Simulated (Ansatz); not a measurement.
Geometry optimisation, RKS PBE0-D4/def2-TZVP (Ansatz).

The input (input.yaml):

```yaml
crystal:
  periodic: [false, false, false]
  atoms:
    - { symbol: Sn, position_ang: [-0.244905, 0.0, -0.201719] }
    - { symbol: H, position_ang: [1.925776, 0.0, 1.797365] }
    - { symbol: H, position_ang: [2.338746, 0.0, 1.22347] }
    - { symbol: H, position_ang: [-1.300059, 1.250713, -0.907308] }
    - { symbol: H, position_ang: [-1.300059, -1.250713, -0.907308] }
basis:
  gaussian: { orbitals: def2-TZVP }
hamiltonian:
  xc: pbe0
  dispersion: d4
relax:
  f_tol: 0.03
  max_steps: 50
output:
  orbitals: {}
```

Launched with:

```bash
$ ansatz run input.yaml --threads 1 --pin off --max-ram 2048MiB --backend cpu --events-out ev --progress --plain --runs-dir out
```

Q: Where does it end, and by what steps?

A: It converged. The force dipped under the threshold on the way, but the program's further checks kept it going. After 13 steps the energy has fallen by 0.282 eV; H2 moved furthest, 0.99 Å.

```csv
step,energy less start (eV),largest force component (eV/Å),accepted
0,0.0000,1.364,yes
1,-0.1660,0.352,yes
2,-0.2369,0.307,yes
3,-0.2598,0.027,yes
4,-0.2646,0.180,yes
5,-0.2703,0.062,yes
6,-0.2713,0.164,yes
7,-0.2771,0.101,yes
8,-0.2775,0.209,yes
9,-0.2802,0.008,yes
10,-0.2760,0.426,no
11,-0.2811,0.119,yes
12,-0.2816,0.063,yes
13,-0.2818,0.021,yes
```

```xyz
5
Properties=species:S:1:pos:R:3
Sn -0.489 0.000 -0.613
H 2.835 0.000 2.189
H 2.353 0.000 1.619
H -1.640 1.258 -1.095
H -1.640 -1.258 -1.095
```

Time of the run: 15 s on 1 thread of Arm Neoverse V2 (shared host), peak memory 0.12 GiB.
